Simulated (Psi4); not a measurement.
A dimer, CHN ··· H4Ge (SMILES C#N and [GeH4]); the first 3 atoms form monomer A.

```
8

C     -0.0265     0.0009     0.0000
N      1.1189    -0.0425     0.0000
H     -1.0924     0.0416     0.0000
Ge    -3.2962    -1.0017     2.5917
H     -4.0588    -0.9298     1.2605
H     -2.1395    -2.0042     2.4656
H     -4.2509    -1.4588     3.7046
H     -2.7355     0.3861     2.9361
```

Q: What interaction energy does SAPT0/jun-cc-pVDZ, frozen core (Psi4) give, and which attractive term is the largest?

A: Total 0.37 kJ/mol: electrostatics 1.71, exchange 1.02, induction -0.60, dispersion -1.75. The most attractive term is dispersion.
